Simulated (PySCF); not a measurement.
# Atomic charges by several schemes

Species: C6H5NP2.
Cartesian coordinates in Å at the GFN2-xTB level; atoms count from 1:
```
atom  x, y, z in Å
C1    -1.852   -1.026   -0.139
C2    -0.460   -0.463   -0.069
P3     0.825   -1.629   -0.283
C4     2.264   -0.662   -0.151
C5     2.389    0.686    0.064
P6     1.145    1.875    0.285
C7    -0.312    0.901    0.156
C8    -1.494    1.664    0.306
N9    -2.450    2.287    0.428
H10   -2.419   -0.550   -0.940
H11   -2.390   -0.842    0.792
H12   -1.822   -2.100   -0.319
H13    3.180   -1.235   -0.261
H14    3.395    1.093    0.109
```

Density: PBE0/pcSseg-1 (PySCF); schemes: Mulliken, IAO, Hirshfeld and ESP-fitted. Geometry: GFN2-xTB; no solvent, vibrations or thermal averaging.

Problem. At which atom do the 4 schemes differ most?

Solution. At C2: from -0.492 (Mulliken) to +0.227 e (ESP-fitted), 0.719 e apart.

Problem. For which atoms does the sign change between the 4 schemes (beyond +0.03 e in one, beyond −0.03 e in another)?

Solution. C2, P3 and P6.

Problem. Give the atomic charges in each scheme.

Solution. In e:

```
atom                  environment  Mulliken     IAO  Hirshfeld  ESP-fitted
  C1         benzylic-type carbon    -0.145  -0.427     -0.119      -0.484
  C2  substituted aromatic carbon    -0.492  -0.162     -0.025      +0.227
  P3     phosphorus bonded to 2 C    +0.514  +0.386     +0.121      -0.123
  C4           aromatic CH carbon    -0.360  -0.347     -0.091      -0.095
  C5           aromatic CH carbon    -0.368  -0.365     -0.098      -0.109
  P6     phosphorus bonded to 2 C    +0.590  +0.442     +0.149      -0.036
  C7  substituted aromatic carbon    -0.373  -0.263     -0.053      -0.074
  C8               nitrile carbon    +0.117  +0.133     +0.068      +0.377
  N9             nitrile nitrogen    -0.228  -0.235     -0.209      -0.448
 H10              methyl hydrogen    +0.158  +0.169     +0.054      +0.162
 H11              methyl hydrogen    +0.158  +0.169     +0.054      +0.161
 H12              methyl hydrogen    +0.131  +0.154     +0.045      +0.153
 H13            aromatic hydrogen    +0.151  +0.172     +0.052      +0.147
 H14            aromatic hydrogen    +0.149  +0.173     +0.053      +0.143
```

Mean size of the charges over all atoms: Mulliken 0.281 e, IAO 0.257 e, ESP-fitted 0.196 e, Hirshfeld 0.085 e. Each set sums to the total charge, 0, to within 0.001 e. The ESP scheme fits charges at the nuclei, held to the total charge, to the electrostatic potential on points at 1.4 to 2.0 times the van der Waals radii. The Hirshfeld scheme divides the density at each point in proportion to the densities of the neutral, spherically averaged free atoms.

Problem. How closely do the schemes follow one another over all atoms?

Solution. Correlation coefficient and root-mean-square difference: IAO with Hirshfeld 0.92, 0.193 e; Mulliken with IAO 0.91, 0.131 e; Mulliken with Hirshfeld 0.82, 0.249 e; Hirshfeld with ESP-fitted 0.66, 0.188 e; IAO with ESP-fitted 0.52, 0.255 e; Mulliken with ESP-fitted 0.22, 0.356 e.

Problem. How many electrons does the Mulliken scheme count on N9?

Solution. Z − q = 7 − (-0.228) = 7.228.

The run behind these numbers computed NMR shieldings as well. Time: 32 s of wall time; peak memory 0.84 GiB. Hardware: one thread, Arm Neoverse V2 (aarch64) (shared host).
